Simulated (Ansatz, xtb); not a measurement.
**Isomers of H6NSSbSi in order of energy**

9 gas-phase structures of H6NSSbSi, found in a search over its isomers (lower ones may exist). Each was relaxed with GFN2-xTB; where two conformers were screened, the lower at r2SCAN-D4/def2-SVP//GFN2-xTB is listed:

A. `N[SiH2][SbH][SH]`, a singlet
B. `[SiH3][NH][SbH][SH]`, a singlet
C. `[NH2][SbH][S][SiH3]`, a singlet
D. `S[SiH2][NH][SbH2]`, a singlet
E. `N[SiH2][S][SbH2]`, a singlet
F. `[NH2][Sb]([SiH3])[SH]`, a singlet
G. `[SiH3]N[S][SbH2]`, a singlet
H. a singlet given by its coordinates
I. a singlet given by its coordinates

H (Å):

```csv
atom,x (Å),y (Å),z (Å)
N,-1.2530,0.7332,1.7771
S,-0.7696,-2.4001,2.4532
Sb,-0.3861,-1.1405,0.3420
Si,1.1346,-2.5457,3.3687
H,-2.0301,1.2632,1.4024
H,-1.5959,0.1587,2.5396
H,-0.5647,1.3780,2.1466
H,0.8729,-3.2448,4.6158
H,1.6462,-1.1961,3.5997
H,2.0266,-3.2842,2.4828
```

Close contacts (Å): N1–Sb3 2.51, S2–Sb3 2.49, S2–Si4 2.12, N1–H5 1.01, N1–H6 1.01, N1–H7 1.01, Si4–H8 1.45, Si4–H9 1.46, Si4–H10 1.46.

I (Å):

```xyz
10

N    -0.3195    1.3238    1.3240
S     1.7910   -1.0687    0.1961
Sb    0.2895    0.4001   -1.0507
Si   -1.8705    0.8769    2.0061
H    -2.8407    1.4321    1.0686
H    -1.8587   -0.5789    2.0441
H    -2.0331    1.4489    3.3453
H     0.4743    0.9121    1.7964
H    -0.1497    2.3177    1.2667
H     0.9945   -2.1185    0.3289
```

Close contacts (Å): N1–Sb3 2.62, N1–Si4 1.75, S2–Sb3 2.44, N1–H8 1.01, N1–H9 1.01, S2–H10 1.32, Si4–H5 1.46, Si4–H6 1.46, Si4–H7 1.47.

**Question.** Make a reasoned guess at their ranking by r2SCAN-D4/def2-SVP//GFN2-xTB single-point energy.

**Answer.** Calculated order at r2SCAN-D4/def2-SVP//GFN2-xTB: E (0.0), A (6.8), C (14.4), D (16.0), B (17.2), H (19.5), F (20.3), I (27.6), G (40.1) kcal/mol. Less than 1 kcal/mol parts H and F, so the order within that pair means little.

Energies above the lowest of each column, in kcal/mol; the last columns are at r2SCAN-D4/def2-SVP geometries and were run for some of them only (a dash: not run or not comparable):

```json
{"structure": "E", "GFN2-xTB": "0.0", "HF/STO-3G": "0.0", "r2SCAN-D4/def2-SVP//GFN2-xTB": "0.0", "r2SCAN-D4/def2-SVP": "0.0", "CCSD(T)/def2-SVP + ΔMP2/def2-TZVPP": "0.0"}
{"structure": "A", "GFN2-xTB": "14.0", "HF/STO-3G": "1.2", "r2SCAN-D4/def2-SVP//GFN2-xTB": "6.8", "r2SCAN-D4/def2-SVP": "7.8", "CCSD(T)/def2-SVP + ΔMP2/def2-TZVPP": "8.9"}
{"structure": "C", "GFN2-xTB": "4.2", "HF/STO-3G": "3.7", "r2SCAN-D4/def2-SVP//GFN2-xTB": "14.4", "r2SCAN-D4/def2-SVP": "15.1", "CCSD(T)/def2-SVP + ΔMP2/def2-TZVPP": "–"}
{"structure": "D", "GFN2-xTB": "13.4", "HF/STO-3G": "9.9", "r2SCAN-D4/def2-SVP//GFN2-xTB": "16.0", "r2SCAN-D4/def2-SVP": "16.0", "CCSD(T)/def2-SVP + ΔMP2/def2-TZVPP": "–"}
{"structure": "B", "GFN2-xTB": "2.9", "HF/STO-3G": "6.5", "r2SCAN-D4/def2-SVP//GFN2-xTB": "17.2", "r2SCAN-D4/def2-SVP": "–", "CCSD(T)/def2-SVP + ΔMP2/def2-TZVPP": "–"}
{"structure": "H", "GFN2-xTB": "13.9", "HF/STO-3G": "34.9", "r2SCAN-D4/def2-SVP//GFN2-xTB": "19.5", "r2SCAN-D4/def2-SVP": "–", "CCSD(T)/def2-SVP + ΔMP2/def2-TZVPP": "–"}
{"structure": "F", "GFN2-xTB": "17.5", "HF/STO-3G": "5.7", "r2SCAN-D4/def2-SVP//GFN2-xTB": "20.3", "r2SCAN-D4/def2-SVP": "–", "CCSD(T)/def2-SVP + ΔMP2/def2-TZVPP": "–"}
{"structure": "I", "GFN2-xTB": "12.6", "HF/STO-3G": "36.5", "r2SCAN-D4/def2-SVP//GFN2-xTB": "27.6", "r2SCAN-D4/def2-SVP": "–", "CCSD(T)/def2-SVP + ΔMP2/def2-TZVPP": "–"}
{"structure": "G", "GFN2-xTB": "23.1", "HF/STO-3G": "23.1", "r2SCAN-D4/def2-SVP//GFN2-xTB": "40.1", "r2SCAN-D4/def2-SVP": "–", "CCSD(T)/def2-SVP + ΔMP2/def2-TZVPP": "–"}
```

Every level run on E puts it lowest or level with the lowest. Flexible structures stand in one conformer each, not always the lowest. Frequencies (r2SCAN-D4/def2-SVP) were run for A, E alone. Atoms past krypton carry core potentials in the def2 sets, without spin–orbit terms. ΔMP2 is the change of the MP2 energy from the smaller to the larger basis.

Over these structures GFN2-xTB departs from r2SCAN-D4/def2-SVP//GFN2-xTB by 6.6 kcal/mol on average once a common shift is removed. A GFN2-xTB relaxation took about 0.97 s and the r2SCAN-D4/def2-SVP//GFN2-xTB energy about 6 s on a shared host (Ansatz 0.2.0, xtb 6.7.1).
